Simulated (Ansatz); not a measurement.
Ansatz (an electronic-structure program) job for C₂H₄BNO₂, SMILES CB(O)N=C=O, PBE0-D3(BJ)/def2-SVP. 

Ansatz 0.2 input:
```yaml
crystal:
  periodic: [false, false, false]
  atoms:
    - {symbol: B, position_ang: [0.35152401, 0.23311699, -0.82831475]}
    - {symbol: C, position_ang: [1.84103630, 0.01192199, -1.33370652]}
    - {symbol: H, position_ang: [2.15428851, -1.01868133, -1.18909685]}
    - {symbol: H, position_ang: [2.53141846, 0.62549510, -0.75897952]}
    - {symbol: H, position_ang: [1.97667723, 0.25930281, -2.38405942]}
    - {symbol: N, position_ang: [0.02329705, -0.20667598, 0.48447999]}
    - {symbol: C, position_ang: [-0.67783330, -0.38698482, 1.42604357]}
    - {symbol: O, position_ang: [-1.25807602, -0.61629483, 2.39919588]}
    - {symbol: O, position_ang: [-0.63475344, 0.81074293, -1.53135311]}
    - {symbol: H, position_ang: [-0.41966604, 1.10982253, -2.41441464]}
basis:
  gaussian:
    orbitals: def2-SVP
hamiltonian:
  xc: pbe0
  dispersion: d3bj
relax: {f_tol: 0.002, max_steps: 200}
```

It prints:

```
WARN ansatz: RAYON_NUM_THREADS=1 ignored (pool sized by the plan → 1); use --threads N
Functional definition: PBE0
integrals: 0.06 GiB planned
1152 factors; integrals over basis functions are off by at most 2.8e-4 eV
mean field: 0.39 GiB planned
mean field evaluation 1: about -8377.5140 eV, gradient 6.9e1 eV
mean field evaluation 2: about -8372.1779 eV, gradient 8.7e1 eV
mean field evaluation 4: about -8386.6075 eV, gradient 4.8e0 eV
mean field evaluation 8: about -8386.7138 eV, gradient 3.6e-1 eV
mean field evaluation 16: about -8386.7141 eV, gradient 4.2e-5 eV
mean field -8386.71413575 eV, -308.2060597698 hartree, gradient 4.2e-5 eV, S^2 0.000000; 0 other end points of the search recorded, 0 dependent functions left out
the calculation of the forces begins
reference -8386.71415867 eV, -308.2060606121 hartree; 22, 22 occupied and 82, 82 virtual orbitals, 1152 factors
relax step   1: F+E_penalty+E_count = -8386.86569769 eV  Δ(F+E_penalty+E_count) = +0.000e0 eV  max|allowed force component| = 1.033e0 eV/Å  Δτ_max = 0.0000 Å  (27 SCF iters, accepted)
these checks for a lower state are left out or cut short: starts, cluster_reference, orbital_swaps, neighbouring_geometries, increment
integrals: 0.06 GiB planned
1152 factors; integrals over basis functions are off by at most 3.0e-4 eV
mean field: 0.39 GiB planned
mean field -8386.75892087 eV, -308.2077055927 hartree, gradient 2.5e-5 eV, S^2 0.000000; 0 other end points of the search recorded, 0 dependent functions left out
the calculation of the forces begins
[...]
these checks for a lower state are left out or cut short: starts, cluster_reference, orbital_swaps, neighbouring_geometries, increment
integrals: 0.06 GiB planned
1152 factors; integrals over basis functions are off by at most 3.2e-4 eV
mean field: 0.39 GiB planned
mean field -8386.77381797 eV, -308.2082530508 hartree, gradient 1.9e-5 eV, S^2 0.000000; 0 other end points of the search recorded, 0 dependent functions left out
the calculation of the forces begins
reference -8386.77384103 eV, -308.2082538983 hartree; 22, 22 occupied and 82, 82 virtual orbitals, 1152 factors
relax step   9: F+E_penalty+E_count = -8386.92448676 eV  Δ(F+E_penalty+E_count) = +1.100e-3 eV  max|allowed force component| = 4.467e-1 eV/Å  Δτ_max = 0.0976 Å  (30 SCF iters, rejected (line search))
these checks for a lower state are left out or cut short: starts, cluster_reference, orbital_swaps, neighbouring_geometries, increment
integrals: 0.06 GiB planned
1152 factors; integrals over basis functions are off by at most 3.1e-4 eV
mean field: 0.39 GiB planned
mean field -8386.77565902 eV, -308.2083207081 hartree, gradient 2.6e-5 eV, S^2 0.000000; 0 other end points of the search recorded, 0 dependent functions left out
the calculation of the forces begins
reference -8386.77568208 eV, -308.2083215559 hartree; 22, 22 occupied and 82, 82 virtual orbitals, 1152 factors
relax step  10: F+E_penalty+E_count = -8386.92643920 eV  Δ(F+E_penalty+E_count) = -8.523e-4 eV  max|allowed force component| = 2.026e-2 eV/Å  Δτ_max = 0.0487 Å  (30 SCF iters, accepted)
these checks for a lower state are left out or cut short: starts, cluster_reference, orbital_swaps, neighbouring_geometries, increment
integrals: 0.06 GiB planned
1152 factors; integrals over basis functions are off by at most 3.2e-4 eV
mean field: 0.39 GiB planned
mean field -8386.77595953 eV, -308.2083317520 hartree, gradient 2.6e-5 eV, S^2 0.000000; 0 other end points of the search recorded, 0 dependent functions left out
the calculation of the forces begins
reference -8386.77598258 eV, -308.2083325988 hartree; 22, 22 occupied and 82, 82 virtual orbitals, 1152 factors
relax step  11: F+E_penalty+E_count = -8386.92676982 eV  Δ(F+E_penalty+E_count) = -3.306e-4 eV  max|allowed force component| = 1.282e-1 eV/Å  Δτ_max = 0.0488 Å  (31 SCF iters, accepted)
these checks for a lower state are left out or cut short: starts, cluster_reference, orbital_swaps, neighbouring_geometries, increment
integrals: 0.06 GiB planned
1152 factors; integrals over basis functions are off by at most 3.2e-4 eV
mean field: 0.39 GiB planned
mean field -8386.77592692 eV, -308.2083305535 hartree, gradient 2.6e-5 eV, S^2 0.000000; 0 other end points of the search recorded, 0 dependent functions left out
the calculation of the forces begins
reference -8386.77594995 eV, -308.2083313997 hartree; 22, 22 occupied and 82, 82 virtual orbitals, 1152 factors
relax step  12: F+E_penalty+E_count = -8386.92671414 eV  Δ(F+E_penalty+E_count) = +5.568e-5 eV  max|allowed force component| = 1.958e-1 eV/Å  Δτ_max = 0.0275 Å  (31 SCF iters, rejected (line search))
these checks for a lower state are left out or cut short: starts, cluster_reference, orbital_swaps, neighbouring_geometries, increment
integrals: 0.06 GiB planned
1152 factors; integrals over basis functions are off by at most 3.2e-4 eV
mean field: 0.39 GiB planned
mean field evaluation 96: about -8386.7173 eV, gradient 3.7e-3 eV
mean field -8386.77621193 eV, -308.2083410272 hartree, gradient 2.6e-5 eV, S^2 0.000000; 0 other end points of the search recorded, 0 dependent functions left out
the calculation of the forces begins
reference -8386.77623496 eV, -308.2083418737 hartree; 22, 22 occupied and 82, 82 virtual orbitals, 1152 factors
relax step  13: F+E_penalty+E_count = -8386.92703064 eV  Δ(F+E_penalty+E_count) = -2.608e-4 eV  max|allowed force component| = 3.021e-2 eV/Å  Δτ_max = 0.0137 Å  (32 SCF iters, accepted)
these checks for a lower state are left out or cut short: starts, cluster_reference, orbital_swaps, neighbouring_geometries, increment
integrals: 0.06 GiB planned
1152 factors; integrals over basis functions are off by at most 3.2e-4 eV
mean field: 0.39 GiB planned
mean field -8386.77631693 eV, -308.2083448860 hartree, gradient 2.6e-5 eV, S^2 0.000000; 0 other end points of the search recorded, 0 dependent functions left out
the calculation of the forces begins
reference -8386.77633995 eV, -308.2083457319 hartree; 22, 22 occupied and 82, 82 virtual orbitals, 1152 factors
relax step  14: F+E_penalty+E_count = -8386.92716990 eV  Δ(F+E_penalty+E_count) = -1.393e-4 eV  max|allowed force component| = 2.206e-3 eV/Å  Δτ_max = 0.0195 Å  (31 SCF iters, accepted)
these checks for a lower state are left out or cut short: starts, cluster_reference, orbital_swaps, neighbouring_geometries, increment
integrals: 0.06 GiB planned
1152 factors; integrals over basis functions are off by at most 3.2e-4 eV
mean field: 0.39 GiB planned
mean field -8386.77629323 eV, -308.2083440149 hartree, gradient 2.6e-5 eV, S^2 0.000000; 0 other end points of the search recorded, 0 dependent functions left out
the calculation of the forces begins
reference -8386.77631623 eV, -308.2083448602 hartree; 22, 22 occupied and 82, 82 virtual orbitals, 1152 factors
relax step  15: F+E_penalty+E_count = -8386.92723688 eV  Δ(F+E_penalty+E_count) = -6.698e-5 eV  max|allowed force component| = 1.114e-1 eV/Å  Δτ_max = 0.0550 Å  (30 SCF iters, accepted)
these checks for a lower state are left out or cut short: starts, cluster_reference, orbital_swaps, neighbouring_geometries, increment
integrals: 0.06 GiB planned
1152 factors; integrals over basis functions are off by at most 3.2e-4 eV
mean field: 0.39 GiB planned
mean field -8386.77638559 eV, -308.2083474092 hartree, gradient 2.6e-5 eV, S^2 0.000000; 0 other end points of the search recorded, 0 dependent functions left out
the calculation of the forces begins
reference -8386.77640859 eV, -308.2083482545 hartree; 22, 22 occupied and 82, 82 virtual orbitals, 1152 factors
relax step  16: F+E_penalty+E_count = -8386.92731176 eV  Δ(F+E_penalty+E_count) = -7.488e-5 eV  max|allowed force component| = 2.264e-2 eV/Å  Δτ_max = 0.0112 Å  (32 SCF iters, accepted)
these checks for a lower state are left out or cut short: starts, cluster_reference, orbital_swaps, neighbouring_geometries, increment
integrals: 0.06 GiB planned
1152 factors; integrals over basis functions are off by at most 3.2e-4 eV
mean field: 0.39 GiB planned
mean field evaluation 128: about -8386.7764 eV, gradient 2.3e-5 eV
mean field -8386.77636574 eV, -308.2083466797 hartree, gradient 2.3e-5 eV, S^2 0.000000; 0 other end points of the search recorded, 0 dependent functions left out
the calculation of the forces begins
reference -8386.77638874 eV, -308.2083475249 hartree; 22, 22 occupied and 82, 82 virtual orbitals, 1152 factors
relax step  17: F+E_penalty+E_count = -8386.92732385 eV  Δ(F+E_penalty+E_count) = -1.209e-5 eV  max|allowed force component| = 9.070e-3 eV/Å  Δτ_max = 0.0053 Å  (24 SCF iters, accepted)
these checks for a lower state are left out or cut short: starts, cluster_reference, orbital_swaps, neighbouring_geometries, increment
integrals: 0.06 GiB planned
1152 factors; integrals over basis functions are off by at most 3.2e-4 eV
mean field: 0.39 GiB planned
mean field -8386.77636087 eV, -308.2083465008 hartree, gradient 2.6e-5 eV, S^2 0.000000; 0 other end points of the search recorded, 0 dependent functions left out
the calculation of the forces begins
reference -8386.77638387 eV, -308.2083473460 hartree; 22, 22 occupied and 82, 82 virtual orbitals, 1152 factors
relax step  18: F+E_penalty+E_count = -8386.92733934 eV  Δ(F+E_penalty+E_count) = -1.549e-5 eV  max|allowed force component| = 9.704e-3 eV/Å  Δτ_max = 0.0107 Å  (32 SCF iters, accepted)
these checks for a lower state are left out or cut short: starts, cluster_reference, orbital_swaps, neighbouring_geometries, increment
integrals: 0.06 GiB planned
1152 factors; integrals over basis functions are off by at most 3.2e-4 eV
mean field: 0.39 GiB planned
mean field -8386.77635427 eV, -308.2083462581 hartree, gradient 1.1e-5 eV, S^2 0.000000; 0 other end points of the search recorded, 0 dependent functions left out
the calculation of the forces begins
reference -8386.77637726 eV, -308.2083471032 hartree; 22, 22 occupied and 82, 82 virtual orbitals, 1152 factors
relax step  19: F+E_penalty+E_count = -8386.92734208 eV  Δ(F+E_penalty+E_count) = -2.740e-6 eV  max|allowed force component| = 4.239e-3 eV/Å  Δτ_max = 0.0026 Å  (24 SCF iters, accepted)
these checks for a lower state are left out or cut short: starts, cluster_reference, orbital_swaps, neighbouring_geometries, increment
integrals: 0.06 GiB planned
1152 factors; integrals over basis functions are off by at most 3.2e-4 eV
mean field: 0.39 GiB planned
mean field -8386.77634975 eV, -308.2083460919 hartree, gradient 3.0e-5 eV, S^2 0.000000; 0 other end points of the search recorded, 0 dependent functions left out
the calculation of the forces begins
reference -8386.77637274 eV, -308.2083469370 hartree; 22, 22 occupied and 82, 82 virtual orbitals, 1152 factors
relax step  20: F+E_penalty+E_count = -8386.92734290 eV  Δ(F+E_penalty+E_count) = -8.209e-7 eV  max|allowed force component| = 1.331e-3 eV/Å  Δτ_max = 0.0009 Å  (21 SCF iters, accepted)
integrals: 0.06 GiB planned
1152 factors; integrals over basis functions are off by at most 3.2e-4 eV
mean field: 0.39 GiB planned
mean field evaluation 160: about -8386.7763 eV, gradient 3.1e-3 eV
mean field -8386.77634975 eV, -308.2083460919 hartree, gradient 3.0e-5 eV, S^2 0.000000; 1 other end points of the search recorded, 0 dependent functions left out
the calculation of the forces begins
reference -8386.77637274 eV, -308.2083469370 hartree; 22, 22 occupied and 82, 82 virtual orbitals, 1152 factors
Total energy: -8386.92736589 eV, -308.2138958331 hartree
Atom 0 at     0.281853     0.271559    -0.892908 Å, force    -0.000183     0.000519    -0.000123 eV/Å
Atom 1 at     1.784109     0.023988    -1.293576 Å, force     0.001308     0.000693    -0.000581 eV/Å
Atom 2 at     2.024199    -1.048058    -1.202989 Å, force     0.000017     0.000570    -0.000259 eV/Å
Atom 3 at     2.451408     0.544922    -0.587573 Å, force    -0.000944    -0.000533    -0.000712 eV/Å
Atom 4 at     2.041808     0.348677    -2.313015 Å, force    -0.000366    -0.000858     0.001331 eV/Å
Atom 5 at    -0.175570    -0.105811     0.410606 Å, force    -0.000366     0.000182    -0.000889 eV/Å
Atom 6 at    -0.598059    -0.405040     1.485424 Å, force    -0.000248    -0.000091     0.000493 eV/Å
Atom 7 at    -0.997824    -0.703660     2.542890 Å, force     0.000254     0.000127    -0.000505 eV/Å
Atom 8 at    -0.643927     0.831480    -1.709816 Å, force     0.000754    -0.000334     0.000334 eV/Å
Atom 9 at    -0.280084     1.063708    -2.569249 Å, force    -0.000225    -0.000277     0.000911 eV/Å
Dipole moment:     0.395696     0.133345    -0.623945 e Å
```

The calculation finished and met its thresholds.

Cost: around 120 core-seconds (rough).
